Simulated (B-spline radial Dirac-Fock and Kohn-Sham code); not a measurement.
## Dipole and non-dipole photoemission parameters of Xe⁴⁺ 5s

System: the Xe⁴⁺ ion, configuration [Kr] 4d10 5s2 5p2; threshold 67.03 eV (orbital energy of the model). Level of theory: Dirac-Hartree-Slater photoionisation with a Latter tail; cross sections with all multipoles, angular parameters from the dipole term and its interference with E2; a radial B-spline solver.

Input file task.json (cfg lists n, l and occupation; rrms is the nuclear radius in fm):

```json
{"items": [{
  "Z": 54,
  "q": 4,
  "cfg": [[1, 0, 2], [2, 0, 2], [2, 1, 6], [3, 0, 2], [3, 1, 6], [3, 2, 10], [4, 0, 2], [4, 1, 6], [4, 2, 10], [5, 0, 2], [5, 1, 2]],
  "A": 132,
  "rrms": 4.7859,
  "do": "xps",
  "hv": [53.8, 54.7, 91.0, 166.0, 200, 254.0, 272.0, 400, 426.0, 472.0, 567.0, 600, 644.0, 694.0, 882.0, 1253.6, 2060.0, 2984.4, 3390.0, 3420.0, 4350.0, 4520.0, 5720.0, 6000, 9251.7, 11000.0, 11900.0, 12000, 13500.0, 14000.0]
}]}
```

Command: `python xray2_run.py task.json out`

```tsv
hν (eV)	σ (kb)	β	γ
91	143	1.924	0.090
166	79.3	1.959	0.262
200	60.8	1.964	0.285
254	43.0	1.968	0.292
272	39.0	1.969	0.294
400	22.5	1.975	0.310
426	20.5	1.976	0.311
472	17.5	1.977	0.307
567	13.2	1.979	0.289
600	12.1	1.980	0.282
644	10.8	1.980	0.272
694	?	?	?
882	6.47	1.983	0.214
1253.6	3.57	1.985	0.124
2060	1.48	1.987	-0.018
2984.4	0.743	1.988	-0.093
3390	0.584	1.988	-0.105
3420	0.575	1.988	-0.106
4350	0.363	1.989	-0.099
4520	0.337	1.989	-0.094
5720	0.212	1.989	-0.030
6000	0.193	1.989	-0.010
9251.7	0.0792	1.989	0.284
11000	0.0548	1.989	0.464
11900	0.0463	1.989	0.559
12000	0.0455	1.989	0.569
13500	0.0352	1.989	0.727
14000	0.0324	1.989	0.779
```

Problem. Give the values at 694 eV.

Solution. σ = 9.56 kb, β = 1.981, γ = 0.260. For an s subshell δ is negligible.

Values without a named source are computed, but for edge energies of neutral atoms, which are taken from tables.
